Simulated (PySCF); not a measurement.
From results back to the method.

Species: AlBr3.
Z-matrix (Å and degrees, PBE0-D3(BJ)/def2-SVP geometry), rows numbered from 1:
```
Al
Br  1  2.2321
Br  1  2.2340  2  119.43
Br  1  2.2343  2  119.94  3  -179.92
```

The closed-shell ground state was solved 3 times with PySCF (density fitting, gas phase), always in the pcSseg-1 (pcSseg-2 on Al) basis (166 functions), with these functionals: B3LYP, PBE and PBE0. The calculation is non-relativistic and has no spin–orbit coupling, an omission that weighs most on bromine.

```csv
row,total energy (Eh),HOMO (eV),LUMO (eV),dipole (D)
P,-7963.2925,-8.69,-1.57,0.03
Q,-7964.4174,-8.35,-1.75,0.03
R,-7963.0280,-7.37,-2.37,0.02
```

Problem. Which functional belongs to which row?

Solution. P = PBE0, Q = B3LYP, R = PBE. By rising HOMO–LUMO gap: PBE (GGA) 5.00 eV; B3LYP (global hybrid, 20 % exact exchange) 6.60 eV; PBE0 (global hybrid, 25 % exact exchange) 7.12 eV. Total energies of different functionals aren't bounds to one another; each is stationary for its own functional.
